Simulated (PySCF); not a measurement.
**Working out the ionisation energy of Pb**

Pb [Xe] 4f14 5d10 6s2 6p2 (3P) → Pb⁺ [Xe] 4f14 5d10 6s2 6p1 (2P). Calculation: PySCF 2.14, in def2-TZVPPD with the def2 core potential (60 electrons); scalar relativity through the core potential. Frozen: nothing. Energies in hartree (1 hartree = 27.21139 eV):

| part | Pb (lower) | Pb⁺ (upper) |
| --- | --- | --- |
| UHF | -191.835545 | -191.594254 |
| MP2 opposite-spin | -0.272847 | -0.267186 |
| MP2 same-spin | -0.156476 | -0.147958 |

Task: What does Hartree-Fock give?

Result: (-191.594254) − (-191.835545) = 0.241291 hartree = 6.566 eV.

Task: What do MP2 and SCS-MP2 (6/5 opposite-spin, 1/3 same-spin) give?

Result: The opposite-spin parts differ by 0.154 eV and the same-spin parts by 0.232 eV. MP2: 6.566 + (0.154) + (0.232) = 6.952 eV. SCS-MP2: 6.566 + 1.2 × (0.154) + (0.232)/3 = 6.828 eV.

Reference: 7.417 eV (measured; NIST Atomic Spectra Database, ionization energies), between the lowest levels; spin-orbit coupling is absent from the calculation.

What remains against the reference includes basis incompleteness and correlation beyond second order.
